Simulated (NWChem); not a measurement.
System: C2H5ClSi2; SMILES Cl[SiH2]C#C[SiH3]

Here is an NWChem input.

```
start job
memory heap 200 mb stack 900 mb global 1100 mb
geometry units angstroms noautosym noautoz
  Si     3.368448     0.165457    -0.191306
  C      1.536715    -0.022999    -0.388623
  C      0.338440    -0.145834    -0.515533
  Si    -1.493391    -0.322661    -0.680693
  Cl    -2.337833     0.195845     1.085524
  H      3.644485     1.557374     0.170659
  H      3.806477    -0.749000     0.865351
  H      3.992313    -0.176664    -1.471943
  H     -1.824982    -1.717594    -0.961159
  H     -1.979557     0.589491    -1.713220
end
basis spherical
  * library def2-svp
end
dft
  xc pbe0
  iterations 150
end
driver
  maxiter 120
end
task dft optimize
task dft freq
```

Excerpt of the output:

```
             Northwest Computational Chemistry Package (NWChem) 7.3.0
             --------------------------------------------------------

                             Geometry "geometry" -> ""
                             -------------------------

 Output coordinates in angstroms (scale by  1.889725989 to convert to a.u.)

  No.       Tag          Charge          X              Y              Z
 ---- ---------------- ---------- -------------- -------------- --------------
    1 Si                  14.0000     3.28139473     0.17160026    -0.15438139
    2 C                    6.0000     1.44966173    -0.01685574    -0.35169839
    3 C                    6.0000     0.25138673    -0.13969074    -0.47860839
    4 Si                  14.0000    -1.58044427    -0.31651774    -0.64376839
    5 Cl                  17.0000    -2.42488627     0.20198826     1.12244861
    6 H                    1.0000     3.55743173     1.56351726     0.20758361
    7 H                    1.0000     3.71942373    -0.74285674     0.90227561
    8 H                    1.0000     3.90525973    -0.17052074    -1.43501839
    9 H                    1.0000    -1.91203527    -1.71145074    -0.92423439
   10 H                    1.0000    -2.06661027     0.59563426    -1.67629539

 Effective nuclear repulsion energy (a.u.)     281.8583097228

                           NWChem Geometry Optimization
                           ----------------------------

 maximum gradient threshold         (gmax) =   0.000450
 rms gradient threshold             (grms) =   0.000300
 maximum cartesian step threshold   (xmax) =   0.001800
 rms cartesian step threshold       (xrms) =   0.001200
 fixed trust radius                (trust) =   0.300000
 source of zmatrix                         =

          -------------------
          Energy Minimization
          -------------------

 Using diagonal initial Hessian

          --------
          Step   0

                                 NWChem DFT Module
                                 -----------------

[...]

      ----------------------
      Optimization converged
      ----------------------

  Step       Energy      Delta E   Gmax     Grms     Xrms     Xmax
  ---- ---------------- -------- -------- -------- -------- --------
@   19   -1117.51292533  1.7D-07  0.00005  0.00002  0.00036  0.00110
                                     ok       ok       ok       ok

                         Geometry "geometry" -> "geometry"
                         ---------------------------------

 Output coordinates in angstroms (scale by  1.889725989 to convert to a.u.)

  No.       Tag          Charge          X              Y              Z
 ---- ---------------- ---------- -------------- -------------- --------------
    1 Si                  14.0000     3.27258133     0.16802243    -0.16296667
    2 C                    6.0000     1.44940304    -0.01183377    -0.33451317
    3 C                    6.0000     0.23539049    -0.12960489    -0.44420115
    4 Si                  14.0000    -1.57517989    -0.31190566    -0.62952156
    5 Cl                  17.0000    -2.51000924     0.20755320     1.13817929
    6 H                    1.0000     3.59286170     1.57606247     0.20675316
    7 H                    1.0000     3.75773837    -0.75754307     0.89980129
    8 H                    1.0000     3.91847226    -0.17233451    -1.46276850
    9 H                    1.0000    -1.90215117    -1.72803445    -0.93900597
   10 H                    1.0000    -2.05852463     0.59446583    -1.70345359

 Effective nuclear repulsion energy (a.u.)     279.4230051601

 ==============================================================================
                                internuclear distances
 ------------------------------------------------------------------------------
       center one      |      center two      | atomic units |  angstroms
 ------------------------------------------------------------------------------
    2 C                |   1 Si               |     3.47718  |     1.84004
    3 C                |   2 C                |     2.31422  |     1.22463
    4 Si               |   3 C                |     3.45657  |     1.82914
    5 Cl               |   4 Si               |     3.90424  |     2.06604
    6 H                |   1 Si               |     2.81680  |     1.49059
    7 H                |   1 Si               |     2.81659  |     1.49048
    8 H                |   1 Si               |     2.81721  |     1.49081
    9 H                |   4 Si               |     2.80808  |     1.48597
   10 H                |   4 Si               |     2.80830  |     1.48609
 ------------------------------------------------------------------------------
                         number of included internuclear distances:          9
 ==============================================================================

[second-derivative integrals and response iterations left out]

  Vibrational analysis via the FX method

  See chapter 2 in "Molecular Vibrations" by Wilson, Decius and Cross

  Vib: Default input used

 ---------------------------- Atom information ----------------------------
     atom    #        X              Y              Z            mass
 --------------------------------------------------------------------------
    Si       1  6.1842820D+00  3.1751636D-01 -3.0796236D-01  2.7976930D+01
    C        2  2.7389746D+00 -2.2362580D-02 -6.3213823D-01  1.2000000D+01
    C        3  4.4482353D-01 -2.4491774D-01 -8.3941847D-01  1.2000000D+01
    Si       4 -2.9766584D+00 -5.8941624D-01 -1.1896233D+00  2.7976930D+01
    Cl       5 -4.7432297D+00  3.9221867D-01  2.1508470D+00  3.4968850D+01
    H        6  6.7895241D+00  2.9783262D+00  3.9070682D-01  1.0078250D+00
    H        7  7.1010959D+00 -1.4315488D+00  1.7003779D+00  1.0078250D+00
    H        8  7.4048389D+00 -3.2566499D-01 -2.7642316D+00  1.0078250D+00
    H        9 -3.5945445D+00 -3.2655116D+00 -1.7744640D+00  1.0078250D+00
    H       10 -3.8900475D+00  1.1233775D+00 -3.2190605D+00  1.0078250D+00
 --------------------------------------------------------------------------

[unprojected Hessian and modes left out]

        Vibrational analysis via the FX method
  --- with translations and rotations projected out ---
  --- via the Eckart algorithm                      ---
 Projected Nuclear Hessian trans-rot subspace norm:3.5671D-33
                         (should be close to zero!)

[projected Hessian left out]

 Rotational Constants
 --------------------
 A=   0.256750 cm-1  (  0.369397 K)
 B=   0.024646 cm-1  (  0.035459 K)
 C=   0.022854 cm-1  (  0.032882 K)

 Temperature                      =   298.15K
 frequency scaling parameter      =   1.0000

 Zero-Point correction to Energy  =   33.927 kcal/mol  (  0.054067 au)
 Thermal correction to Energy     =   38.287 kcal/mol  (  0.061015 au)
 Thermal correction to Enthalpy   =   38.880 kcal/mol  (  0.061959 au)

 Total Entropy                    =   84.838 cal/mol-K
   - Translational                =   40.242 cal/mol-K (mol. weight = 119.9618)
   - Rotational                   =   28.789 cal/mol-K (symmetry #  =        1)
   - Vibrational                  =   15.807 cal/mol-K

 Cv (constant volume heat capacity) =   23.921 cal/mol-K
   - Translational                  =    2.979 cal/mol-K
   - Rotational                     =    2.979 cal/mol-K
   - Vibrational                    =   17.962 cal/mol-K

[normal modes left out]

 ----------------------------------------------------------------------------
 Normal Eigenvalue ||           Projected Infra Red Intensities
  Mode   [cm**-1]  || [atomic units] [(debye/angs)**2] [(KM/mol)] [arbitrary]
 ------ ---------- || -------------- ----------------- ---------- -----------
    1      -15.393 ||    0.000051           0.001         0.050       0.008
    2       -0.000 ||    0.000115           0.003         0.112       0.018
    3        0.000 ||    0.000357           0.008         0.348       0.056
    4        0.000 ||    0.000017           0.000         0.016       0.003
    5        0.000 ||    0.000001           0.000         0.001       0.000
    6        0.000 ||    0.000016           0.000         0.016       0.003
    7        0.000 ||    0.000257           0.006         0.251       0.041
    8       63.788 ||    0.000742           0.017         0.723       0.117
    9      108.096 ||    0.002390           0.055         2.330       0.378
   10      195.504 ||    0.005171           0.119         5.041       0.818
   11      315.077 ||    0.000067           0.002         0.066       0.011
   12      363.991 ||    0.003043           0.070         2.966       0.481
   13      435.724 ||    0.010344           0.239        10.084       1.637
   14      566.647 ||    0.075391           1.739        73.495      11.927
   15      610.369 ||    0.060658           1.399        59.133       9.596
   16      676.537 ||    0.043055           0.993        41.972       6.811
   17      678.925 ||    0.044833           1.034        43.706       7.093
   18      725.051 ||    0.000637           0.015         0.620       0.101
   19      822.982 ||    0.293375           6.768       285.996      46.413
   20      870.603 ||    0.570051          13.152       555.714      90.184
   21      925.219 ||    0.192203           4.434       187.369      30.407
   22      937.977 ||    0.046019           1.062        44.861       7.280
   23      938.604 ||    0.047186           1.089        46.000       7.465
   24      947.114 ||    0.076899           1.774        74.965      12.166
   25     2245.224 ||    0.001197           0.028         1.167       0.189
   26     2253.156 ||    0.088043           2.031        85.828      13.929
   27     2256.759 ||    0.085236           1.966        83.092      13.485
   28     2257.812 ||    0.081964           1.891        79.903      12.967
   29     2272.311 ||    0.073535           1.697        71.686      11.634
   30     2276.377 ||    0.093435           2.156        91.086      14.782
 ----------------------------------------------------------------------------

 ===============================================================================
      Negative Nuclear Hessian Mode    1  Eigenvalue =    -15.39 cm**(-1)
 -------------------------------------------------------------------------------
   Raw step length:  0.508 angstroms ;  The Raw step for this mode is:
    1 Si                  14.0000    -0.00030824     0.00403789    -0.00127558
    2 C                    6.0000     0.00022364    -0.00366478     0.00115693
    3 C                    6.0000     0.00056021    -0.00860161     0.00273300
    4 Si                  14.0000     0.00111507    -0.01698314     0.00556255
    5 Cl                  17.0000    -0.00099308     0.01584657    -0.00519560
    6 H                    1.0000    -0.02627179    -0.06373809     0.27922248
    7 H                    1.0000     0.04503122    -0.20127489    -0.20074122
    8 H                    1.0000    -0.02020187     0.28456902    -0.08461854
    9 H                    1.0000     0.00500805    -0.02409058     0.03397478
   10 H                    1.0000    -0.00083917    -0.03988907    -0.01288571

  Geometry after  100.0% step for mode  1; Step length =  0.508 angstroms
   Maximum component (any atom: x,y, or z) displacement:  0.538
    1 Si                  14.0000     3.27227309     0.17206032    -0.16424226
    2 C                    6.0000     1.44962668    -0.01549854    -0.33335624
    3 C                    6.0000     0.23595070    -0.13820650    -0.44146816
    4 Si                  14.0000    -1.57406482    -0.32888881    -0.62395901
    5 Cl                  17.0000    -2.51100231     0.22339977     1.13298369
    6 H                    1.0000     3.56658991     1.51232438     0.48597564
    7 H                    1.0000     3.80276959    -0.95881797     0.69906007
    8 H                    1.0000     3.89827039     0.11223452    -1.54738703
    9 H                    1.0000    -1.89714312    -1.75212503    -0.90503119
   10 H                    1.0000    -2.05936380     0.55457676    -1.71633930

  Geometry after -100.0% step for mode  1; Step length =  0.508 angstroms
   Maximum component (any atom: x,y, or z) displacement:  0.538
    1 Si                  14.0000     3.27288957     0.16398455    -0.16169109
    2 C                    6.0000     1.44917940    -0.00816899    -0.33567010
    3 C                    6.0000     0.23483029    -0.12100328    -0.44693415
    4 Si                  14.0000    -1.57629496    -0.29492252    -0.63508412
    5 Cl                  17.0000    -2.50901616     0.19170663     1.14337489
    6 H                    1.0000     3.61913349     1.63980056    -0.07246932
    7 H                    1.0000     3.71270715    -0.55626818     1.10054251
    8 H                    1.0000     3.93867413    -0.45690353    -1.37814996
    9 H                    1.0000    -1.90715923    -1.70394387    -0.97298075
   10 H                    1.0000    -2.05768546     0.63435490    -1.69056788

  Geometry after   50.0% step for mode  1; Step length =  0.254 angstroms
   Maximum component (any atom: x,y, or z) displacement:  0.269
    1 Si                  14.0000     3.27242721     0.17004138    -0.16360446
    2 C                    6.0000     1.44951486    -0.01366616    -0.33393470
    3 C                    6.0000     0.23567060    -0.13390570    -0.44283466
    4 Si                  14.0000    -1.57462236    -0.32039724    -0.62674029
    5 Cl                  17.0000    -2.51050578     0.21547648     1.13558149
    6 H                    1.0000     3.57972581     1.54419342     0.34636440
    7 H                    1.0000     3.78025398    -0.85818052     0.79943068
    8 H                    1.0000     3.90837132    -0.03004999    -1.50507776
    9 H                    1.0000    -1.89964715    -1.74007974    -0.92201858
   10 H                    1.0000    -2.05894422     0.57452130    -1.70989644

  Geometry after  -50.0% step for mode  1; Step length =  0.254 angstroms
   Maximum component (any atom: x,y, or z) displacement:  0.269
    1 Si                  14.0000     3.27273545     0.16600349    -0.16232888
    2 C                    6.0000     1.44929122    -0.01000138    -0.33509163
    3 C                    6.0000     0.23511039    -0.12530409    -0.44556765
    4 Si                  14.0000    -1.57573743    -0.30341409    -0.63230284
    5 Cl                  17.0000    -2.50951270     0.19962991     1.14077709
    6 H                    1.0000     3.60599760     1.60793152     0.06714192
    7 H                    1.0000     3.73522276    -0.65690563     1.00017190
    8 H                    1.0000     3.92857319    -0.31461902    -1.42045923
    9 H                    1.0000    -1.90465520    -1.71598916    -0.95599336
   10 H                    1.0000    -2.05810505     0.61441036    -1.69701073

  Geometry after   37.2% step for mode  1; Step length =  0.189 angstroms
   Maximum component (any atom: x,y, or z) displacement:  0.200
    1 Si                  14.0000     3.27246669     0.16952419    -0.16344108
    2 C                    6.0000     1.44948621    -0.01319675    -0.33408289
    3 C                    6.0000     0.23559884    -0.13280396    -0.44318471
    4 Si                  14.0000    -1.57476518    -0.31822195    -0.62745277
    5 Cl                  17.0000    -2.51037858     0.21344677     1.13624697
    6 H                    1.0000     3.58309083     1.55235733     0.31060015
    7 H                    1.0000     3.77448615    -0.83240020     0.82514265
    8 H                    1.0000     3.91095888    -0.06649906    -1.49423939
    9 H                    1.0000    -1.90028860    -1.73699409    -0.92637024
   10 H                    1.0000    -2.05883673     0.57963049    -1.70824598

  Geometry after  -37.2% step for mode  1; Step length =  0.189 angstroms
   Maximum component (any atom: x,y, or z) displacement:  0.200
    1 Si                  14.0000     3.27269597     0.16652068    -0.16249226
    2 C                    6.0000     1.44931986    -0.01047078    -0.33494345
    3 C                    6.0000     0.23518214    -0.12640583    -0.44521760
    4 Si                  14.0000    -1.57559460    -0.30558938    -0.63159036
    5 Cl                  17.0000    -2.50963990     0.20165962     1.14011161
    6 H                    1.0000     3.60263257     1.59976761     0.10290617
    7 H                    1.0000     3.74099059    -0.68268595     0.97445994
    8 H                    1.0000     3.92598564    -0.27816996    -1.43129760
    9 H                    1.0000    -1.90401374    -1.71907480    -0.95164169
   10 H                    1.0000    -2.05821253     0.60930117    -1.69866120

  Geometry after   18.6% step for mode  1; Step length =  0.095 angstroms
   Maximum component (any atom: x,y, or z) displacement:  0.100
    1 Si                  14.0000     3.27252401     0.16877331    -0.16320388
    2 C                    6.0000     1.44944463    -0.01251526    -0.33429803
    3 C                    6.0000     0.23549467    -0.13120443    -0.44369293
    4 Si                  14.0000    -1.57497254    -0.31506381    -0.62848717
    5 Cl                  17.0000    -2.51019391     0.21049998     1.13721313
    6 H                    1.0000     3.58797627     1.56420990     0.25867665
    7 H                    1.0000     3.76611226    -0.79497164     0.86247197
    8 H                    1.0000     3.91471557    -0.11941678    -1.47850394
    9 H                    1.0000    -1.90121989    -1.73251427    -0.93268811
   10 H                    1.0000    -2.05868068     0.58704816    -1.70584978

  Geometry after  -18.6% step for mode  1; Step length =  0.095 angstroms
   Maximum component (any atom: x,y, or z) displacement:  0.100
    1 Si                  14.0000     3.27263865     0.16727156    -0.16272947
    2 C                    6.0000     1.44936145    -0.01115228    -0.33472831
    3 C                    6.0000     0.23528632    -0.12800536    -0.44470938
    4 Si                  14.0000    -1.57538725    -0.30874752    -0.63055596
    5 Cl                  17.0000    -2.50982457     0.20460641     1.13914545
    6 H                    1.0000     3.59774714     1.58791504     0.15482966
    7 H                    1.0000     3.74936448    -0.72011451     0.93713061
    8 H                    1.0000     3.92222895    -0.22525223    -1.44703305
    9 H                    1.0000    -1.90308246    -1.72355462    -0.94532383
   10 H                    1.0000    -2.05836858     0.60188350    -1.70105739
```

Level: PBE0/def2-SVP.
